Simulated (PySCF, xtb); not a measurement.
Cd(NH2)(SeH) (CdH3NSe), SMILES [NH2][Cd][SeH].

GFN2-xTB (xtb 6.7.1) at its own geometry gives an orbital gap of 2.92 eV and a dipole moment of 5.51 D.

Coordinates come from a B3LYP-D3(BJ)/def2-SVP optimisation. The structure was generated by enumeration; whether it is a known compound was not checked. The def2 effective core potentials stand for the cores of Cd; spin–orbit coupling is left out. One conformer was computed; it need not be the lowest.

Question: What does B3LYP/def2-TZVPD (PySCF) give? (The exact figures need the calculation; the answer reports its results.)

Answer: gap 5.06 eV (levels -6.63 and -1.57 eV), dipole 1.77 D.
